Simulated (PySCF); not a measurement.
Bonds (- single, = double, # triple, : aromatic): C1=C2, C2-C3, C3-C4, C4-C5, C5=C6, C6-C7, C7-C8, C7-C1, C8-C3, C8-C4. C1 carries H9; C2 carries H10; C3 carries H11; C4 carries H12; C5 carries H13; C6 carries H14; C7 carries H15; C8 carries H16.

PySCF calculation with spin–spin couplings from B3LYP/pcJ-1 (without the spin–dipole term), shieldings: GIAO PBE0/pcSseg-1 and structure optimised with PBE0-D3(BJ)/def2-SVP; averaged over atoms made equivalent by symmetry, fast rotation or ring inversion, relativity neglected, no solvent model, a single conformation.

Referencing at the same level of theory: TMS for 1H (σref 31.27).

The spectrum was simulated from the full spin Hamiltonian at 700 MHz with 0.8 Hz Lorentzian lines, from shifts rounded to 0.01 ppm and J to 0.1 Hz, couplings under 1 Hz left out.

Problem. List the maxima of its 1H spectrum with integrals.

Solution. 
Maxima in ppm (height), grouped by integral:
2H: 5.776 (96), 5.773 (97), 5.767 (100), 5.764 (99)
2H: 5.255 (2), 5.247 (57), 5.245 (69), 5.244 (69), 5.242 (57), 5.238 (55), 5.236 (67), 5.235 (67), 5.233 (56), 5.225 (2)
1H: 2.979 (23), 2.976 (45), 2.972 (24), 2.968 (28), 2.965 (53), 2.961 (27)
1H: 2.845 (23), 2.836 (41), 2.834 (26), 2.826 (35), 2.825 (36), 2.815 (26)
2H: 2.716 (2), 2.707 (57), 2.705 (68), 2.704 (67), 2.702 (57), 2.697 (47), 2.695 (77), 2.693 (48), 2.684 (2)

Problem. Summarise it as multiplets with assignments.

Solution. 1H NMR (700 MHz, computed): δ 5.77 (dd, J = 6.1, 2.4 Hz, 2H, H9/H14), 5.24 (m, 2H, H10/H13), 2.97 (dt, J = 7.8, 2.4 Hz, 1H, H15), 2.83 (dt, J = 7.8, 6.7 Hz, 1H, H16), 2.70 (m, 2H, H11/H12). These are first-order names; overlap and second-order distortion can hide them in the list.

Multiplet labels drop couplings under 1 Hz and merge nearly equal ones. Couplings among chemically equivalent protons are left out too, so labels in AA′BB′ or AA′XX′ sets are apparent multiplicities. Unscaled 3J(H,H) at this level run about 10 % above measured values.
